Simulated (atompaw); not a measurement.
# Before and after: PAW (atompaw) potential for iron

Fe, PAW, made with atompaw 4.2.0.5 (PBE, scalar-relativistic). Core [Ne], reference 3s2 3p6 3d6 4s2 4p0. Waves: 3s (bound): rc 1.00 bohr; 4s (bound): rc 1.70 bohr; 3p (bound): rc 1.40 bohr; 4p (bound, empty): rc 1.70 bohr; 3d (bound): rc 1.70 bohr; 3d channel at 0.5 Ry: rc 1.70 bohr. Local part: bessel scheme, radius 1.30 bohr. Core correction: smooth core density matched at 0.85 bohr. Augmentation charge: besselshape compensation charge, radius 1.35 bohr; PAW radius 1.70 bohr; waves and projectors: custom rrkj vanderbiltortho.

Change: wave 3s (bound): rc 1.00 bohr becomes 3s (bound): rc 1.56 bohr.

Cutoffs: the cutoffs (Ry, on a coarse ladder) from which the occupation-weighted sum of valence levels, in a spherical-Bessel basis at the reference potential, stays within 10 and 1 mRy of its value at 400 Ry; they do not see the model core or the augmentation charge, which bear on the density cutoff.

Problem. What does the change do?

Solution. The potential gets softer (55 Ry and 100 Ry → 50 Ry and 80 Ry); the range in which the s phases agree narrows (upper end at the end of the scan → 1.3); neither file shows a bound ghost.

| quantity | base | changed |
| --- | --- | --- |
| cutoff, loose | 55 Ry | 50 Ry |
| cutoff, tight | 100 Ry | 80 Ry |
| loose cutoff by channel (10 mRy a level) | s 40 Ry, p 35 Ry, d 30 Ry | s 30 Ry, p 35 Ry, d 30 Ry |
| bound ghosts | none | none |
| s: phases at 1.71 bohr within 0.05 rad from the reference energy up to (Ry; the scan ends near 5) | to the end of the scan | 1.3 |
| p: phases at 1.71 bohr within 0.05 rad from the reference energy up to (Ry; the scan ends near 5) | to the end of the scan | to the end of the scan |
| d: phases at 1.71 bohr within 0.05 rad from the reference energy up to (Ry; the scan ends near 5) | 4.4 | 4.4 |
| lowest overlap eigenvalue by channel | s 0.01, p 0.09, d 0.75 | s 0.14, p 0.09, d 0.75 |

 The cutoffs see the waves, projectors and local potential, not the compensation charge or the core.
